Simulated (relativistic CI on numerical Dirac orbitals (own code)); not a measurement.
Radial Dirac CI calculation of Eu+: levels, rates and radial parameters.

Command:

```sh
python run_levels.py task.json out
```

Input:

```
atom Eu  Z=63  charge=1  electrons=62
nucleus A=153  rms_radius_fm=5.1115
hamiltonian dirac-coulomb  breit=on  qed=on  c_scale=1
orbitals kli  potential=per-configuration
slater_scale 0.85
correlation p86
mixing on
configurations
  [Xe] 4f7 6s
  [Xe] 4f7 5d
  [Xe] 4f7 6p
  [Xe] 4f6 5d 6s
  [Xe] 4f6 6s2
  [Xe] 4f7 6d
  [Xe] 4f8
  [Xe] 4f7 7s
  [Xe] 4f5 6s 7s2
end
```

Hardware: one thread of Intel Xeon 6975P-C, on a shared host. Rates were computed among at most 60 levels.

**Question.** How large is the problem, and how long does it take?

**Answer.** 15884 determinants at the lowest M give 15884 levels; 116 SCF iterations in all; about 48 s of CPU and 0.85 GiB at the peak.
